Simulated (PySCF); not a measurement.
H5P2, SMILES [PH3+]P, charge +1.

Coordinates come from a PBE-D3(BJ)/def2-TZVP optimisation. The isomer is the one that the SMILES or the coordinates give; other isomers of the formula were not compared.

Two levels are set side by side: PBE/def2-TZVPD (PySCF) and M06-2X/def2-TZVPD (PySCF). Same geometry, gas phase. Differences are taken from unrounded values.

```json
[
 {"quantity": "orbital gap (eV)", "M06-2X": "9.48"},
 {"quantity": "highest occupied level (eV)", "M06-2X": "-15.09"},
 {"quantity": "lowest empty level (eV)", "M06-2X": "-5.62"},
 {"quantity": "mean polarisability (bohr³)", "M06-2X": "46.8"}
]
```

**Question.** What does PBE give, and how far is it from M06-2X? (Estimate from the structure and the level; the computed values follow.)

**Answer.** 
```
quantity                        PBE  PBE minus M06-2X
---------------------------  ------  ----------------
orbital gap (eV)               5.45             -4.03
highest occupied level (eV)  -12.87              2.22
lowest empty level (eV)       -7.42             -1.81
mean polarisability (bohr³)    48.0               1.2
```

Without exact exchange PBE keeps part of each electron's self-repulsion, which lifts occupied levels and narrows the gap. Differences between two approximate levels are no errors against the true value.

Rough cost on one machine, each run with all the roots and properties that it gave: M06-2X against PBE about 3 times.
